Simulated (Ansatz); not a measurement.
Ligand-field states of [Ni(SH)4]2- (NiH₄S₄²⁻) at its PBE0-D4/def2-SVPD geometry (relaxed as a triplet).

```xyz
9

Ni    0.048   -0.115   -0.010
S    -0.588    0.761    2.091
H    -1.897    0.434    1.980
S    -0.263    1.231   -1.928
H     0.879    1.940   -1.777
S     2.429   -0.098    0.285
H     2.699   -0.167   -1.039
S    -1.631   -1.773   -0.440
H    -1.676   -2.213    0.838
```

CASSCF(8,5) on the Ni 3d shell in def2-SVP, averaged with equal weights over 10 triplets and 15 singlets, then SC-NEVPT2; Ansatz, no spin–orbit coupling. The space holds no ligand orbitals and no second d shell, so covalent complexes are described poorly.

Estimate the states' energies above the lowest.


| state | CASSCF (eV) | NEVPT2 (eV) |
| --- | --- | --- |
| triplet 1 | 0.00 | 0.00 |
| triplet 2 | 0.12 | 0.21 |
| triplet 3 | 0.13 | 0.21 |
| triplet 4 | 0.30 | 0.49 |
| triplet 5 | 0.47 | 0.77 |
| triplet 6 | 0.57 | 0.92 |
| triplet 7 | 0.68 | 1.09 |
| triplet 8 | 2.52 | 2.38 |
| triplet 9 | 2.71 | 2.64 |
| triplet 10 | 2.76 | 2.70 |
| singlet 1 | 1.99 | 1.74 |
| singlet 2 | 2.09 | 1.93 |
| singlet 3 | 2.13 | 2.03 |
| singlet 4 | 2.18 | 2.09 |
| singlet 5 | 2.42 | 2.47 |
| singlet 6 | 3.15 | 3.09 |
| singlet 7 | 3.24 | 3.18 |
| singlet 8 | 3.26 | 3.23 |
| singlet 9 | 3.32 | 3.33 |
| singlet 10 | 3.36 | 3.45 |
| singlet 11 | 3.48 | 3.55 |
| singlet 12 | 3.51 | 3.60 |
| singlet 13 | 3.57 | 3.64 |
| singlet 14 | 3.57 | 3.65 |
| singlet 15 | 7.81 | 7.17 |
The lowest NEVPT2 state is a triplet. Run time 19 s (4 threads of Intel Xeon Platinum 8488C on a shared host), peak host memory 0.82 GiB.
